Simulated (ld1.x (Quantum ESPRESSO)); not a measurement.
## An all-electron radial function and its pseudo partner (Ag)

Columns: radius, all-electron u(r) and pseudo u(r) of the 5s shell (level -11.14 eV) of silver in the configuration [Kr] 4d10 5s0 5p0; revPBE, scalar-relativistic, TM semilocal scheme, ld1.x (Quantum ESPRESSO) 7.5.

```
r (bohr)  all-electron  pseudo
   0.143       -0.0353  0.0151
   0.285        0.1907  0.0313
   0.428       -0.0050  0.0504
   0.570       -0.2264  0.0735
   0.713       -0.3027  0.1027
   0.855       -0.2470  0.1394
   0.998       -0.1170  0.1857
   1.140        0.0372  0.2418
   1.283        0.1885  0.3077
   1.425        0.3206  0.3797
   1.568        0.4301  0.4535
   1.710        0.5149  0.5217
   1.853        0.5779  0.5791
   1.995        0.6210  0.6211
   2.138        0.6478  0.6478
   2.280        0.6605  0.6605
   2.423        0.6621  0.6621
   2.565        0.6548  0.6548
   2.708        0.6406  0.6406
   2.850        0.6213  0.6213
   2.992        0.5983  0.5983
   3.135        0.5724  0.5724
   3.278        0.5447  0.5447
   3.420        0.5161  0.5161
   3.563        0.4868  0.4868
   3.705        0.4576  0.4576
```

Q: How many radial nodes do the two functions have?

A: The all-electron 5s function has n − l − 1 = 4 (the table is too coarse to show those close to the nucleus); the pseudo-wave has 0, since the states of the same l below it are removed with the core.

Q: At about which radius was the pseudo-wave matched?

A: 2.15 bohr. The columns agree to 0.0005 from 2.00 bohr on; several derivatives are matched, so the curves merge somewhat inside the radius.

Q: Is the pseudo-wave norm-conserving?

A: Yes: the TM semilocal scheme keeps the norm inside the radius equal to the all-electron one, which fixes the energy derivative of the logarithmic derivative at the level.
